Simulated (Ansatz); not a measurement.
Loss of H2: GaH3(OH2) → GaH2(OH) + H2

Species: GaH3(OH2), singlet; GaH2(OH), singlet; H2 (hydrogen), singlet. 

Shapes, held fixed at every level: PBE0-D4/def2-TZVP. Programs: Ansatz 0.2.0. The zero-point and thermal change to 298 K, harmonic and unscaled (PBE0-D4/def2-TZVP), is -16.4 kJ/mol.

```json
{"level": "HF/def2-TZVPP", "kind": "Hartree–Fock", "ΔH(298 K) (kJ/mol)": "-5.8", "less CCSD(T)/def2-TZVPP": "+0.8"}
{"level": "wB97M-V/def2-TZVPP", "kind": "range-separated hybrid", "ΔH(298 K) (kJ/mol)": "-2.7", "less CCSD(T)/def2-TZVPP": "+3.9"}
{"level": "MP2/def2-SVP", "kind": "perturbation theory", "ΔH(298 K) (kJ/mol)": "+2.9", "less CCSD(T)/def2-TZVPP": "+9.5"}
{"level": "MP2/def2-TZVPP", "kind": "perturbation theory", "ΔH(298 K) (kJ/mol)": "-13.3", "less CCSD(T)/def2-TZVPP": "-6.7"}
{"level": "CCSD(T)/def2-SVP", "kind": "coupled cluster or CI", "ΔH(298 K) (kJ/mol)": "+7.9", "less CCSD(T)/def2-TZVPP": "+14.5"}
{"level": "CCSD/def2-SVP", "kind": "coupled cluster or CI", "ΔH(298 K) (kJ/mol)": "+9.3", "less CCSD(T)/def2-TZVPP": "+15.9"}
{"level": "CCSD/def2-TZVPP", "kind": "coupled cluster or CI", "ΔH(298 K) (kJ/mol)": "-4.6", "less CCSD(T)/def2-TZVPP": "+2.0"}
{"level": "CCSD(T)/def2-TZVPP", "kind": "coupled cluster or CI", "ΔH(298 K) (kJ/mol)": "-6.6", "less CCSD(T)/def2-TZVPP": "0.0"}
```

The highest level, CCSD(T)/def2-TZVPP, gives ΔH(298 K) = -6.6 kJ/mol; the levels span -13.3 to +9.3. They disagree on the sign: 3 of 8 are positive. The column of differences is taken from that level and isn't an error. No measured value is set beside it here. Relativity is left out for Ga unless named. Correlated rows may include outer-core shells of Ga, which these sets cover unevenly.
